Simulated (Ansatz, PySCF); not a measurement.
Isomers of CH2B2O. All species are isolated molecules in the gas phase. One relaxed conformer stands for each flexible species; it need not be the lowest. Strings in code marks are SMILES.

Quantity: vertical ionisation energy (energy after one electron is removed minus that of the parent at the parent's geometry), in eV. The restricted reference of `OB1B=C1`, `C=BB=O` and `BB=C=O` is unstable towards unrestricted orbitals.

Level 1: frozen-core MP2/cc-pVTZ // r2SCAN-D4/def2-TZVP (Ansatz, an electronic-structure program)
Level 2: PBE/6-31G* // r2SCAN-D4/def2-TZVP (PySCF)
Level 3: SVWN5/6-31G* // r2SCAN-D4/def2-TZVP (PySCF)
Level 4: minus the HOMO energy of HF/3-21G // r2SCAN-D4/def2-TZVP (PySCF)

| species | level 1 | level 2 | level 3 | level 4 |
|---|---|---|---|---|
| `OB1B=C1` | 10.26 | 9.73 | 9.88 | [?] |
| `C=BB=O` | 9.91 | 9.60 | 9.87 | 9.78 |
| `BB=C=O` | 8.76 | 8.61 | 8.85 | 8.57 |
| `[H]/B=C1\BO1` | [?] | [?] | [?] | 8.83 |
| `B=C=BO` | 9.33 | 8.95 | 9.23 | 8.88 |
| `[H]/B=C\B=O` | 10.46 | 9.80 | [?] | [?] |

Q: Some entries are withheld; supply them.

A: 
- `OB1B=C1`, level 4: 10.04
- `[H]/B=C1\BO1`, level 1: 8.83
- `[H]/B=C1\BO1`, level 2: 8.61
- `[H]/B=C1\BO1`, level 3: 8.88
- `[H]/B=C\B=O`, level 3: 10.06
- `[H]/B=C\B=O`, level 4: 10.19
